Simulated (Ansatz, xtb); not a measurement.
## Ranking isomers of C3H9NSeSi

5 gas-phase structures of C3H9NSeSi, from a drawn sample of its isomers (lower ones may exist). Each was relaxed with GFN2-xTB; where two conformers were screened, the lower at r2SCAN-D4/def2-SVP is listed:

A. `N[Si@@H]1CC[Se]C1`, a singlet
B. `N[SiH2][Se]C1CC1`, a singlet
C. `C=CC[Se][SiH2]N`, a singlet
D. `N[C@@H]1C[SiH2][Se]C1`, a singlet
E. `[SeH][Si@@H]1CCCN1`, a singlet

Problem. Estimate their order in r2SCAN-D4/def2-SVP energy at these geometries, lowest first.

Solution. Calculated order at r2SCAN-D4/def2-SVP: E (0.000), A (0.483), D (0.753), C (1.021), B (1.233) eV.

Energies above the lowest of each column, in eV; the last columns are at B3LYP/def2-SVP geometries and were run for some of them only (a dash: not run or not comparable):

| structure | GFN2-xTB | HF/STO-3G | r2SCAN-D4/def2-SVP | B3LYP/def2-SVP | CCSD(T)/def2-SVP + ΔMP2/def2-TZVPP |
| --- | --- | --- | --- | --- | --- |
| E | 0.000 | 0.000 | 0.000 | 0.000 | 0.000 |
| A | 1.287 | 0.463 | 0.483 | 0.551 | 0.290 |
| D | 0.768 | 0.606 | 0.753 | 0.871 | 0.783 |
| C | 1.063 | 2.293 | 1.021 | – | – |
| B | 0.915 | 2.036 | 1.233 | – | – |

Every level run on E puts it lowest or level with the lowest. Flexible structures stand in one conformer each, not always the lowest. Frequencies (GFN2-xTB) were run for A, D, E alone. The ΔMP2 step shifts differences by up to 0.353 eV, which makes them less sure. ΔMP2 is the change of the MP2 energy from the smaller to the larger basis.

Over these structures GFN2-xTB departs from r2SCAN-D4/def2-SVP by 0.278 eV on average once a common shift is removed. A GFN2-xTB relaxation took about 0.8 s and the r2SCAN-D4/def2-SVP energy about 2.6 s on a shared host (Ansatz 0.2.0, xtb 6.7.1).
